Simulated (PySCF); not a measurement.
Precursor series Zr F-Br. Gas-phase values, no solvent.

The HOMO from two functionals at the same geometries (r2SCAN-D4/def2-SVP), both in PySCF: PBE-D3(BJ)/def2-TZVP and TPSSh-D3(BJ)/def2-TZVP. 

```json
[
 {"species": "1 of 4 F replaced by Br ([Zr(F)3(Br)])", "PBE-D3(BJ)/def2-TZVP (eV)": "-7.96"},
 {"species": "2 of 4 F replaced by Br ([Zr(F)2(Br)2])", "PBE-D3(BJ)/def2-TZVP (eV)": "-7.78"},
 {"species": "3 of 4 F replaced by Br", "PBE-D3(BJ)/def2-TZVP (eV)": "-7.67"}
]
```

What does TPSSh-D3(BJ)/def2-TZVP give for each?


- 1 of 4 F replaced by Br ([Zr(F)3(Br)]): -8.58
- 2 of 4 F replaced by Br ([Zr(F)2(Br)2]): -8.39
- 3 of 4 F replaced by Br: -8.27
Over these rows, drawn at random from the members with no instability flagged (it was tested for open shells, ions and some series alone), PBE minus TPSSh-D3(BJ): mean +0.61 eV, from +0.60 eV to +0.62 eV.
